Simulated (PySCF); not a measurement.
N-methylpropan-2-imine (C4H9N), SMILES CN=C(C)C.

Geometry optimised at PBE-D3(BJ)/def2-SVP.

The numbers are results of PBE-D3(BJ)/def2-SVP (PySCF), not measurements.

No scaling factor is applied to the harmonic values.

```csv
mode,ν (cm⁻¹),IR (km/mol),Raman (Å⁴/amu),depolarisation,moving atoms (share of kinetic energy)
1,71,0.9,0.2,0.75,H 96 %
2,118,0.5,0.4,0.75,H 97 %
3,187,2.0,0.1,0.75,"H 89 %, C 10 %"
4,272,4.2,0.0,–,"H 43 %, N 30 %, C 27 %"
5,287,2.3,1.3,0.17,"C 61 %, H 34 %"
6,378,1.5,0.5,0.72,"C 49 %, H 42 %, N 9 %"
7,496,0.2,1.7,0.75,"C 42 %, H 36 %, N 22 %"
8,550,4.0,5.6,0.42,"C 51 %, H 28 %, N 21 %"
9,775,0.8,4.9,0.16,"C 59 %, H 26 %, N 15 %"
10,875,0.1,3.0,0.75,"H 81 %, C 19 %"
11,916,3.5,2.4,0.71,"H 67 %, C 33 %"
12,965,8.4,3.9,0.51,"H 49 %, C 33 %, N 17 %"
13,1039,3.2,0.3,0.75,"H 54 %, C 42 %"
14,1047,0.1,1.1,0.75,"H 68 %, C 29 %"
15,1057,4.3,1.7,0.74,"H 46 %, C 30 %, N 23 %"
16,1137,5.4,1.2,0.31,"H 47 %, C 38 %, N 15 %"
17,1225,17.2,1.3,0.75,"C 57 %, H 40 %"
18,1316,18.3,4.3,0.69,"H 77 %, C 22 %"
19,1330,22.1,12.8,0.50,"H 64 %, C 36 %"
20,1353,16.9,26.4,0.50,"H 87 %, C 12 %"
21,1386,13.1,26.2,0.62,H 95 %
22,1400,0.1,23.0,0.75,H 96 %
23,1401,7.3,15.6,0.69,"H 89 %, C 10 %"
24,1404,11.0,15.4,0.75,H 96 %
25,1410,2.4,9.4,0.67,"H 91 %, C 9 %"
26,1427,12.2,16.5,0.75,H 97 %
27,1697,83.6,22.1,0.19,"C 57 %, N 40 %"
28,2904,49.5,190.3,0.02,H 97 %
29,2958,11.7,86.3,0.07,H 97 %
30,2962,7.6,210.2,0.00,H 97 %
31,2969,33.8,86.1,0.75,"H 91 %, C 9 %"
32,3030,10.0,100.5,0.75,"H 91 %, C 9 %"
33,3033,5.2,40.3,0.75,"H 91 %, C 9 %"
34,3041,30.4,115.8,0.54,"H 91 %, C 9 %"
35,3081,10.7,59.9,0.65,"H 91 %, C 9 %"
36,3099,6.5,75.0,0.72,"H 91 %, C 9 %"
```
